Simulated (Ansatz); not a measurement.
The cluster AlB12⁻, relaxed as a singlet with RKS PBE-D4/def2-SVP in Ansatz, starting from the GFN2-xTB geometry. Force threshold 0.03 eV/Å.

Another isomer (triplet) lies 0.61 eV lower at PBE0-D4/def2-TZVPD; other spin states weren't run for this one.

Start:

```xyz
13

Al   -1.8746   -0.4273    0.4815
B     1.7706    0.1123    0.5957
B     0.5128    1.1086    1.4351
B    -0.3936    1.7677    0.3298
B     0.1271    1.3587   -1.2516
B     1.1852   -1.3454    0.4584
B    -0.4794   -1.2594   -1.6894
B    -0.7451    0.2335   -1.8972
B     0.1209   -1.9918   -0.4870
B     0.4715   -0.4370    1.7266
B    -0.4199   -1.6924    1.1643
B     1.2862    1.3496   -0.1820
B    -1.5617    1.2229   -0.6841
```

Problem. Estimate the energy that the relaxation releases and the steps that it takes.

Solution. 0.94 eV, in 8 steps; 25 s on 4 threads of Arm Neoverse V1 on a shared host. No frequencies were taken in this run, so the end may be a saddle point.

Problem. Does the start keep its bonding and symmetry?

Solution. Bonds formed: Al1–B4, Al1–B10 (atoms count from 1). Point group Cs at the start, Cs at the end, both within 0.05 Å.

Problem. Predict the relaxed structure.

Solution. 
Cartesian coordinates in Å:
```
Al -1.611 -0.264 0.578
B 1.810 0.176 0.714
B 0.429 1.046 1.386
B -0.485 1.827 0.286
B 0.178 1.215 -1.224
B 1.145 -1.256 0.341
B -0.452 -1.258 -1.706
B -0.922 0.234 -1.944
B -0.002 -2.116 -0.455
B 0.440 -0.534 1.782
B -0.304 -1.835 1.166
B 1.314 1.443 -0.089
B -1.541 1.323 -0.835
```
Bond lengths: 21 × B–B 1.58 to 1.88 Å; 4 × Al–B 2.13 to 2.39 Å.
